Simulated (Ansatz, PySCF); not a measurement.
C5H9B, SMILES CB1C=CCC1. Atoms are numbered in the order given.

```xyz
15

C      2.3545     0.1759     0.1014
B      0.7911     0.0800    -0.0033
C     -0.2099     1.2165    -0.3415
C     -1.4680     0.7189    -0.2637
C     -1.5568    -0.7351     0.1133
C     -0.0945    -1.2094     0.2745
H      2.5920     0.5414     1.1206
H      2.7948     0.9101    -0.5931
H      2.8745    -0.7886    -0.0136
H     -0.0182     2.2612    -0.6054
H     -2.3807     1.2996    -0.4521
H     -2.1141    -1.3008    -0.6562
H     -2.1494    -0.8535     1.0396
H      0.1619    -2.0148    -0.4381
H      0.1051    -1.6393     1.2725
```
Charge 0, spin multiplicity 1.

Geometry: B3LYP-D3(BJ)/def2-SVP. One conformer was computed; it need not be the lowest.

Two levels are set side by side: PBE-D3(BJ)/def2-SVP (Ansatz, a program for electronic structure) and B3LYP-D3(BJ)/def2-SVP (Ansatz). Each level has its own optimised geometry; the coordinates shown are those of the second. Frequencies come from the Hessian of PySCF at each geometry. Differences are taken from unrounded values.

```tsv
quantity	B3LYP-D3(BJ)
mean bond length (Å)	1.270
bond C1–B2 (Å)	1.570
bond B2–C3 (Å)	1.552
bond B2–C6 (Å)	1.589
bond C3–C4 (Å)	1.355
bond C4–C5 (Å)	1.505
bond C5–C6 (Å)	1.546
bond C1–H7 (Å)	1.109
bond C1–H8 (Å)	1.102
bond C1–H9 (Å)	1.102
bond C3–H10 (Å)	1.094
bond C4–H11 (Å)	1.098
bond C5–H12 (Å)	1.106
bond C5–H13 (Å)	1.106
bond C6–H14 (Å)	1.106
bond C6–H15 (Å)	1.105
highest harmonic wavenumber (cm⁻¹)	3173
mean harmonic wavenumber (cm⁻¹)	1433
zero-point energy (kcal/mol)	79.92
```

What does PBE-D3(BJ) give, and how far is it from B3LYP-D3(BJ)? (An estimate is asked for; the answer gives what the named calculation found.)


```json
[
 {"quantity": "mean bond length (Å)", "PBE-D3(BJ)": "1.275", "PBE-D3(BJ) minus B3LYP-D3(BJ)": "0.006"},
 {"quantity": "bond C1–B2 (Å)", "PBE-D3(BJ)": "1.573", "PBE-D3(BJ) minus B3LYP-D3(BJ)": "0.003"},
 {"quantity": "bond B2–C3 (Å)", "PBE-D3(BJ)": "1.556", "PBE-D3(BJ) minus B3LYP-D3(BJ)": "0.004"},
 {"quantity": "bond B2–C6 (Å)", "PBE-D3(BJ)": "1.592", "PBE-D3(BJ) minus B3LYP-D3(BJ)": "0.003"},
 {"quantity": "bond C3–C4 (Å)", "PBE-D3(BJ)": "1.365", "PBE-D3(BJ) minus B3LYP-D3(BJ)": "0.010"},
 {"quantity": "bond C4–C5 (Å)", "PBE-D3(BJ)": "1.504", "PBE-D3(BJ) minus B3LYP-D3(BJ)": "-0.001"},
 {"quantity": "bond C5–C6 (Å)", "PBE-D3(BJ)": "1.545", "PBE-D3(BJ) minus B3LYP-D3(BJ)": "-0.001"},
 {"quantity": "bond C1–H7 (Å)", "PBE-D3(BJ)": "1.116", "PBE-D3(BJ) minus B3LYP-D3(BJ)": "0.007"},
 {"quantity": "bond C1–H8 (Å)", "PBE-D3(BJ)": "1.110", "PBE-D3(BJ) minus B3LYP-D3(BJ)": "0.007"},
 {"quantity": "bond C1–H9 (Å)", "PBE-D3(BJ)": "1.109", "PBE-D3(BJ) minus B3LYP-D3(BJ)": "0.007"},
 {"quantity": "bond C3–H10 (Å)", "PBE-D3(BJ)": "1.102", "PBE-D3(BJ) minus B3LYP-D3(BJ)": "0.008"},
 {"quantity": "bond C4–H11 (Å)", "PBE-D3(BJ)": "1.107", "PBE-D3(BJ) minus B3LYP-D3(BJ)": "0.009"},
 {"quantity": "bond C5–H12 (Å)", "PBE-D3(BJ)": "1.114", "PBE-D3(BJ) minus B3LYP-D3(BJ)": "0.008"},
 {"quantity": "bond C5–H13 (Å)", "PBE-D3(BJ)": "1.114", "PBE-D3(BJ) minus B3LYP-D3(BJ)": "0.008"},
 {"quantity": "bond C6–H14 (Å)", "PBE-D3(BJ)": "1.113", "PBE-D3(BJ) minus B3LYP-D3(BJ)": "0.008"},
 {"quantity": "bond C6–H15 (Å)", "PBE-D3(BJ)": "1.112", "PBE-D3(BJ) minus B3LYP-D3(BJ)": "0.008"},
 {"quantity": "highest harmonic wavenumber (cm⁻¹)", "PBE-D3(BJ)": "3110", "PBE-D3(BJ) minus B3LYP-D3(BJ)": "-62"},
 {"quantity": "mean harmonic wavenumber (cm⁻¹)", "PBE-D3(BJ)": "1396", "PBE-D3(BJ) minus B3LYP-D3(BJ)": "-37"},
 {"quantity": "zero-point energy (kcal/mol)", "PBE-D3(BJ)": "77.84", "PBE-D3(BJ) minus B3LYP-D3(BJ)": "-2.08"}
]
```

GGA bonds tend to be longer and softer than those of functionals with exact exchange. Differences between two approximate levels are no errors against the true value.
